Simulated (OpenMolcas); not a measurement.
# Re4+ in a point-charge field

Re4+ among 8 point charges of -1.2 e arranged as a cube (Oh), 1.65 Å from the ion.
```
   0.9526    0.9526    0.9526  -1.20
   0.9526    0.9526   -0.9526  -1.20
   0.9526   -0.9526    0.9526  -1.20
   0.9526   -0.9526   -0.9526  -1.20
  -0.9526    0.9526    0.9526  -1.20
  -0.9526    0.9526   -0.9526  -1.20
  -0.9526   -0.9526    0.9526  -1.20
  -0.9526   -0.9526   -0.9526  -1.20
```

```yaml
Program: OpenMolcas 26.06
Method: CASSCF
Basis: ANO-RCC-VDZP [7s6p4d2f1g]
Scalar_Hamiltonian: DKH2, point nucleus
Active_space: 3 electrons in 5 orbitals (5d)
State_averaging: 2S+1 = 4 even, 10 roots; 2S+1 = 2 even, 40 roots
Spin-orbit_coupling: RASSI with atomic mean-field integrals over the reference wave functions
```

The lowest spin-free states (labels of O, the rotations of Oh), above the lowest:

```tsv
State	Degeneracy	E (cm-1)	Free-ion L (%)
2E	2	0.0	G (42)
4T1	3	3300	F (92)
2T1	3	16536	H (52)
2T2	3	16657	G (55)
4T2	3	20138	F (100)
2T1	3	21213	P (59)
4T1	3	30413	P (92)
2T2	3	30562	H (50)
2A1	1	33335	G (100)
2T1	3	36134	H (63)
2E	2	38080	H (52)
4A2	1	38954	F (100)
2T2	3	39444	D (56)
2T1	3	42700	F (52)
2T2	3	43426	F (48)
2A2	1	48853	F (100)
2E	2	51334	G (55)
2T1	3	57348	F (29)
2E	2	67359	D (92)
2T2	3	72916	D (71)
```

The lowest levels with spin-orbit coupling:

```json
{"E (cm-1)": "0.0", "Degeneracy": "4", "Label": "Γ8", "2S+1": "2 (54 %)", "g": ""}
{"E (cm-1)": "6014", "Degeneracy": "2", "Label": "Γ7", "2S+1": "4", "g": "1.53 1.53 1.53"}
{"E (cm-1)": "8447", "Degeneracy": "4", "Label": "Γ8", "2S+1": "4 (73 %)", "g": ""}
{"E (cm-1)": "9824", "Degeneracy": "4", "Label": "Γ8", "2S+1": "4 (74 %)", "g": ""}
{"E (cm-1)": "11987", "Degeneracy": "2", "Label": "Γ6", "2S+1": "4", "g": "3.66 3.66 3.66"}
{"E (cm-1)": "18183", "Degeneracy": "4", "Label": "Γ8", "2S+1": "2 (62 %)", "g": ""}
{"E (cm-1)": "18679", "Degeneracy": "2", "Label": "Γ7", "2S+1": "2 (74 %)", "g": "1.67 1.67 1.67"}
{"E (cm-1)": "19343", "Degeneracy": "2", "Label": "Γ6", "2S+1": "2 (86 %)", "g": "0.50 0.50 0.50"}
{"E (cm-1)": "21613", "Degeneracy": "4", "Label": "Γ8", "2S+1": "2 (84 %)", "g": ""}
{"E (cm-1)": "22956", "Degeneracy": "2", "Label": "Γ6", "2S+1": "2 (80 %)", "g": "0.20 0.20 0.20"}
{"E (cm-1)": "25220", "Degeneracy": "4", "Label": "Γ8", "2S+1": "2 (67 %)", "g": ""}
{"E (cm-1)": "26426", "Degeneracy": "2", "Label": "Γ7", "2S+1": "4 (74 %)", "g": "2.76 2.76 2.76"}
{"E (cm-1)": "27869", "Degeneracy": "4", "Label": "Γ8", "2S+1": "4 (84 %)", "g": ""}
{"E (cm-1)": "28469", "Degeneracy": "2", "Label": "Γ6", "2S+1": "4 (78 %)", "g": "1.70 1.70 1.70"}
{"E (cm-1)": "29152", "Degeneracy": "4", "Label": "Γ8", "2S+1": "2 (51 %)", "g": ""}
{"E (cm-1)": "34483", "Degeneracy": "4", "Label": "Γ8", "2S+1": "2 (66 %)", "g": ""}
{"E (cm-1)": "34726", "Degeneracy": "2", "Label": "Γ7", "2S+1": "4 (54 %)", "g": "2.16 2.16 2.16"}
{"E (cm-1)": "34798", "Degeneracy": "2", "Label": "Γ6", "2S+1": "4 (85 %)", "g": "2.55 2.55 2.55"}
{"E (cm-1)": "37174", "Degeneracy": "4", "Label": "Γ8", "2S+1": "4 (68 %)", "g": ""}
{"E (cm-1)": "38555", "Degeneracy": "4", "Label": "Γ8", "2S+1": "4 (65 %)", "g": ""}
```

Powder χT (cm3 K/mol): 0.22 at 2 K, 0.221 at 10 K, 0.227 at 50 K, 0.234 at 100 K, 0.249 at 200 K, 0.263 at 300 K. The effective moment at 300 K is 2.828 √(χT) = 1.45 μB.

A least-squares ligand-field fit to the states below 45000 cm-1, each weighted by its degeneracy and with a free common offset, gives 10Dq = -18797 cm-1 (negative for this site), B = 763 cm-1 and C = 3202 cm-1 (C/B = 4.20), with an rms deviation of 274 cm-1.

Spin-orbit coupling mixes the spin-free states strongly: the lowest level takes only 48 % from its leading state, 2E. An orbital doublet at a regular site is open to a Jahn-Teller distortion, which this geometry leaves out. Without dynamic correlation the repulsion within the d shell is too large (B by tens of per cent), so at a given field states of lower spin stand too high. This shell can be high or low spin here, a state of another spin lies low, and with metal d orbitals alone active their balance is uncertain, so the ground spin may be wrong, although the usual error favours high spin. Point charges carry no covalency, so the field is a model and not that of real ligands. No measured value stands beside these numbers.
